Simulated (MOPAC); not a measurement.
MOPAC input (AM1):

```
AM1 FORCE THERMO(298,298) PRECISE LET CHARGE=-1 GEO-OK AUX(PRECISION=9) THREADS=1
H4BO3Si

O    -1.91811222 1   -1.11770819 1   -0.06827898 1
B    -0.83730996 1   -0.28056822 1   -0.19492616 1
O    -1.04918729 1    0.71420948 1   -1.09297429 1
O     0.21078050 1   -0.57023079 1    0.55940663 1
Si    1.66718377 1    0.49043449 1    0.44244671 1
H    -1.63483201 1   -1.76108054 1    0.58560174 1
H    -0.22325876 1    1.21793908 1   -1.08144641 1
H     1.88829479 1    1.42280075 1    1.53960518 1
H     2.80556178 1   -0.03917410 1   -0.29624700 1
```

From the output:

```
     H    9   0.019350   0.150162   2.988635

          HEAT OF FORMATION =    -267.196817 KCALS/MOLE

          ZERO POINT ENERGY      33.900 KCAL/MOL

           NORMAL COORDINATE ANALYSIS (Total motion = 1 Angstrom)

   Root No.       1         2         3         4         5         6         7         8

                 1 A"      1 A'      2 A"      2 A'      3 A'      3 A"      4 A'      4 A"

                  92.2     177.1     182.5     216.1     400.1     463.6     477.1     502.7

           1    0.0000    0.0057   -0.0000    0.0069   -0.0473    0.0000    0.1299    0.0000
           2   -0.0000    0.0330    0.0000   -0.0101    0.1459   -0.0000    0.0339   -0.0000
           3   -0.1107   -0.0000    0.0106    0.0000   -0.0000   -0.0463    0.0000   -0.0008
           4   -0.0000    0.0047    0.0000    0.0078   -0.0423    0.0000    0.1125    0.0000
           5    0.0000   -0.0372   -0.0000    0.0185   -0.0658   -0.0000   -0.0392   -0.0000
           6    0.0235    0.0000   -0.0121   -0.0000   -0.0000   -0.0178    0.0000   -0.0113
           7   -0.0000    0.0656   -0.0000   -0.0315   -0.0890   -0.0000   -0.1017   -0.0000
           8    0.0000   -0.0657    0.0000    0.0389   -0.0476    0.0000    0.0587    0.0000
           9    0.0457    0.0000    0.0303   -0.0000    0.0000    0.0306   -0.0000    0.0153
          10   -0.0000   -0.0314    0.0000    0.0087    0.0263    0.0000   -0.0157    0.0000
          11    0.0000   -0.0587   -0.0000    0.0208   -0.0352   -0.0000   -0.1109   -0.0000
          12    0.1549   -0.0000   -0.0349    0.0000   -0.0000   -0.0037   -0.0000   -0.0307
          13    0.0000   -0.0298    0.0000   -0.0040    0.0831    0.0000   -0.0453   -0.0000
          14   -0.0000    0.0491   -0.0000   -0.0613   -0.0174   -0.0000    0.0184    0.0000
          15   -0.0523   -0.0000   -0.0046    0.0000    0.0000   -0.0030   -0.0000    0.0315
          16    0.0000   -0.0402    0.0000    0.0243   -0.2048   -0.0000    0.0416    0.0000
          17   -0.0000    0.0446   -0.0000   -0.0147    0.1899    0.0000    0.0583   -0.0000
          18   -0.0949   -0.0000   -0.0133    0.0000   -0.0000    0.6699   -0.0000   -0.0027
          19   -0.0000    0.0610    0.0000   -0.0309   -0.0843    0.0000   -0.0792    0.0000
          20    0.0000   -0.0901   -0.0000    0.0573    0.0047   -0.0000    0.2384   -0.0000
          21    0.0702    0.0000   -0.0432   -0.0000    0.0000   -0.1240   -0.0000   -0.2179
          22    0.1590    0.0624    0.0051    0.1443    0.0874   -0.0470   -0.0530    0.3152
          23    0.1225    0.2641    0.4113    0.3394   -0.0039   -0.0141   -0.0482   -0.0048
          24   -0.0993    0.0111    0.1088    0.0311    0.0007    0.0181   -0.0124   -0.1398
          25   -0.1590    0.0624   -0.0051    0.1443    0.0874    0.0470   -0.0530   -0.3152
          26   -0.1225    0.2641   -0.4113    0.3394   -0.0039    0.0141   -0.0482    0.0048
          27   -0.0993   -0.0111    0.1088   -0.0311   -0.0007    0.0181    0.0124   -0.1398

   Root No.       9        10        11        12        13        14        15        16

                 5 A"      6 A"      5 A'      6 A'      7 A'      8 A'      9 A'     10 A'

                 547.5     622.0     746.5     801.6    1049.5    1312.9    1358.4    1542.7

           1   -0.0000    0.0000   -0.0075    0.0431    0.1528   -0.0634   -0.0174   -0.0678
           2    0.0000   -0.0000   -0.0046    0.0330    0.0003    0.0102    0.0378   -0.0083
           3    0.0112   -0.0686    0.0000    0.0000    0.0000   -0.0000   -0.0000   -0.0000
           4    0.0000   -0.0000   -0.0034    0.0030   -0.0230    0.0888   -0.0324    0.2014
           5   -0.0000    0.0000    0.0123   -0.0547    0.0433    0.0114    0.0648    0.0676
           6   -0.0457    0.2994    0.0000    0.0000   -0.0000    0.0000   -0.0000    0.0000
           7    0.0000    0.0000    0.0062   -0.0444   -0.0703    0.0012   -0.0203   -0.0425
           8   -0.0000   -0.0000    0.0142   -0.1106   -0.1361   -0.0659   -0.0087   -0.0201
           9   -0.0188   -0.0722    0.0000   -0.0000   -0.0000    0.0000    0.0000   -0.0000
          10    0.0000    0.0000   -0.0258    0.2111   -0.1402   -0.0197    0.0314   -0.0092
          11   -0.0000   -0.0000   -0.0128    0.1131    0.1203    0.0220   -0.0515    0.0065
          12   -0.0099   -0.0772   -0.0000    0.0000   -0.0000   -0.0000    0.0000    0.0000
          13   -0.0000   -0.0000   -0.0105   -0.1237    0.0356    0.0025   -0.0026   -0.0012
          14    0.0000    0.0000    0.0062    0.0036   -0.0013   -0.0016   -0.0002    0.0023
          15    0.0089    0.0005   -0.0000   -0.0000    0.0000   -0.0000   -0.0000   -0.0000
          16   -0.0000   -0.0000    0.0062   -0.0375    0.1679    0.2068    0.5664   -0.1605
          17    0.0000    0.0000   -0.0086    0.0559   -0.0111   -0.0620   -0.1356    0.0397
          18    0.1268    0.1023    0.0000    0.0000    0.0000    0.0000    0.0000   -0.0000
          19   -0.0000   -0.0000    0.0056   -0.0356   -0.0670    0.0687   -0.0358   -0.0668
          20    0.0000    0.0000    0.0055   -0.0471   -0.1728    0.5221   -0.2001   -0.4822
          21    0.4940    0.1737    0.0000   -0.0000    0.0000   -0.0000    0.0000    0.0000
          22    0.1283    0.0757    0.3736    0.0787    0.0354    0.0020   -0.0060   -0.0019
          23    0.0358    0.0668   -0.1254   -0.0433    0.0010   -0.0017    0.0015    0.0009
          24   -0.0500   -0.0206   -0.2209   -0.1087   -0.0020   -0.0000    0.0045   -0.0024
          25   -0.1283   -0.0757    0.3736    0.0787    0.0354    0.0020   -0.0060   -0.0019
          26   -0.0358   -0.0668   -0.1254   -0.0433    0.0010   -0.0017    0.0015    0.0009
          27   -0.0500   -0.0206    0.2209    0.1087    0.0020    0.0000   -0.0045    0.0024

   Root No.      17        18        19        20        21

                11 A'      7 A"     12 A'     13 A'     14 A'

                1718.8    2274.5    2279.7    3419.0    3528.9

           1    0.0262   -0.0000   -0.0004    0.0007   -0.0136
           2   -0.0251   -0.0000    0.0002    0.0003   -0.0549
           3    0.0000    0.0001    0.0000   -0.0000    0.0000
           4   -0.0525    0.0000    0.0012   -0.0050   -0.0051
           5    0.2214   -0.0000   -0.0030   -0.0068   -0.0025
           6   -0.0000   -0.0004    0.0000   -0.0000   -0.0000
           7   -0.0126   -0.0000    0.0000   -0.0550    0.0012
           8   -0.0632   -0.0000    0.0007    0.0089    0.0005
           9    0.0000    0.0000    0.0000   -0.0000   -0.0000
          10    0.0416    0.0000   -0.0011   -0.0004   -0.0004
          11   -0.0750   -0.0000    0.0015    0.0010   -0.0000
          12    0.0000   -0.0007    0.0000   -0.0000    0.0000
          13    0.0001    0.0000   -0.0146   -0.0000   -0.0000
          14   -0.0023   -0.0000    0.0078   -0.0003   -0.0000
          15   -0.0000   -0.0292   -0.0000    0.0000    0.0000
          16   -0.3412    0.0000    0.0023    0.0056    0.2659
          17    0.0881   -0.0000   -0.0008    0.0069    0.8891
          18   -0.0000   -0.0000    0.0000   -0.0000   -0.0000
          19    0.0342   -0.0000   -0.0001    0.9164   -0.0071
          20    0.1924    0.0000   -0.0033   -0.0911    0.0026
          21   -0.0000   -0.0003   -0.0000    0.0000   -0.0000
          22   -0.0034    0.2220    0.2072    0.0002    0.0002
          23    0.0012   -0.1175   -0.1100    0.0019    0.0000
          24    0.0175    0.4145    0.4254   -0.0000    0.0001
          25   -0.0034   -0.2220    0.2072    0.0002    0.0002
          26    0.0012    0.1175   -0.1100    0.0019    0.0000
          27   -0.0175    0.4145   -0.4254    0.0000   -0.0001

           MASS-WEIGHTED COORDINATE ANALYSIS (NORMAL COORDINATES)

   Root No.       1         2         3         4         5         6         7         8

                 1 A"      1 A'      2 A"      2 A'      3 A'      3 A"      4 A'      4 A"

                  92.2     177.1     182.5     216.1     400.1     463.6     477.1     502.7

           1    0.0000    0.0325   -0.0000    0.0413   -0.1951    0.0000    0.5172    0.0000
           2   -0.0000    0.1866    0.0000   -0.0609    0.6021   -0.0000    0.1349   -0.0000
           3   -0.4916   -0.0000    0.0667    0.0000   -0.0000   -0.2551    0.0000   -0.0058
           4   -0.0000    0.0220    0.0000    0.0387   -0.1434    0.0000    0.3682    0.0000
           5    0.0000   -0.1730   -0.0000    0.0915   -0.2230   -0.0000   -0.1282   -0.0000
           6    0.0857    0.0000   -0.0624   -0.0000   -0.0000   -0.0806    0.0000   -0.0640
           7   -0.0000    0.3716   -0.0000   -0.1897   -0.3672   -0.0000   -0.4047   -0.0000
           8    0.0000   -0.3722    0.0000    0.2342   -0.1965    0.0000    0.2335    0.0000
           9    0.2032    0.0000    0.1906   -0.0000    0.0000    0.1688   -0.0000    0.1057
          10   -0.0000   -0.1778    0.0000    0.0523    0.1085    0.0000   -0.0625    0.0000
          11    0.0000   -0.3325   -0.0000    0.1250   -0.1450   -0.0000   -0.4416   -0.0000
          12    0.6879   -0.0000   -0.2196    0.0000   -0.0000   -0.0205   -0.0000   -0.2122
          13    0.0000   -0.2237    0.0000   -0.0322    0.4540    0.0000   -0.2389   -0.0000
          14   -0.0000    0.3684   -0.0000   -0.4882   -0.0949   -0.0000    0.0968    0.0000
          15   -0.3075   -0.0000   -0.0379    0.0000    0.0000   -0.0219   -0.0000    0.2885
          16    0.0000   -0.0572    0.0000    0.0367   -0.2121   -0.0000    0.0415    0.0000
          17   -0.0000    0.0633   -0.0000   -0.0222    0.1967    0.0000    0.0582   -0.0000
          18   -0.1058   -0.0000   -0.0210    0.0000   -0.0000    0.9269   -0.0000   -0.0047
          19   -0.0000    0.0867    0.0000   -0.0467   -0.0873    0.0000   -0.0791    0.0000
          20    0.0000   -0.1280   -0.0000    0.0865    0.0049   -0.0000    0.2382   -0.0000
          21    0.0782    0.0000   -0.0681   -0.0000    0.0000   -0.1716   -0.0000   -0.3776
          22    0.1772    0.0887    0.0080    0.2178    0.0905   -0.0651   -0.0530    0.5461
          23    0.1365    0.3753    0.6487    0.5125   -0.0040   -0.0195   -0.0482   -0.0084
          24   -0.1107    0.0158    0.1717    0.0470    0.0007    0.0251   -0.0124   -0.2422
          25   -0.1772    0.0887   -0.0080    0.2178    0.0905    0.0651   -0.0530   -0.5461
          26   -0.1365    0.3753   -0.6487    0.5125   -0.0040    0.0195   -0.0482    0.0084
          27   -0.1107   -0.0158    0.1717   -0.0470   -0.0007    0.0251    0.0124   -0.2422

   Root No.       9        10        11        12        13        14        15        16

                 5 A"      6 A"      5 A'      6 A'      7 A'      8 A'      9 A'     10 A'
```

The dipole moment of an ion depends on the origin.
